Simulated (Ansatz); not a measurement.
Geometry optimisation, RKS r2SCAN/def2-SVP (Ansatz 0.2.0).

Input:

```yaml
crystal:
  periodic: [false, false, false]
  atoms:
    - { symbol: Hf, position_ang: [0.421769, -0.326539, -0.503698] }
    - { symbol: O, position_ang: [-0.665758, -0.433704, 2.559872] }
    - { symbol: H, position_ang: [-1.226959, -1.201281, 2.738853] }
    - { symbol: F, position_ang: [1.230627, -0.567206, -2.208709] }
    - { symbol: F, position_ang: [0.609458, 1.518463, -0.055743] }
    - { symbol: F, position_ang: [-1.356696, -1.028005, -0.569275] }
    - { symbol: P, position_ang: [1.819289, -1.745815, 1.137956] }
    - { symbol: H, position_ang: [0.904694, -2.836137, 0.960718] }
    - { symbol: H, position_ang: [2.766595, -2.247768, 0.190967] }
    - { symbol: H, position_ang: [0.21208, -0.695906, 2.92326] }
basis:
  gaussian: { orbitals: def2-SVP }
hamiltonian:
  xc: r2scan
relax:
  f_tol: 0.03
  max_steps: 50
```

Command:

```bash
$ ansatz run input.yaml --threads 4 --pin off --max-ram 5120MiB --backend cpu --events-out ev --progress --plain --runs-dir out
```

Problem. Where does it end, and by what steps?

Solution. The run converged. After 12 steps the energy has fallen by 0.611 eV; H10 moved furthest, 0.75 Å. Joined: Hf1–O2 (3.25 → 2.33 Å).

```tsv
step	energy less start (eV)	largest force component (eV/Å)	accepted
0	0.0000	0.822	yes
1	-0.1030	0.942	yes
2	-0.3236	1.272	yes
3	-0.5284	0.369	yes
4	-0.5621	0.364	yes
5	-0.5875	0.433	yes
6	-0.5979	0.335	yes
7	-0.6009	0.369	yes
8	-0.6079	0.092	yes
9	-0.6102	0.053	yes
10	-0.6104	0.079	yes
11	-0.6109	0.045	yes
12	-0.6110	0.011	yes
```

```xyz
10
Properties=species:S:1:pos:R:3
Hf 0.365 -0.446 -0.071
O -0.595 -0.374 2.051
H -1.395 -0.885 2.242
F 0.943 -0.486 -1.892
F 0.764 1.377 0.391
F -1.389 -1.243 -0.244
P 2.124 -2.022 1.073
H 1.250 -3.142 0.869
H 2.855 -2.263 -0.132
H -0.207 -0.081 2.888
```

The run took 56 s on 4 threads of Arm Neoverse V2 (shared host), peak memory 0.23 GiB.
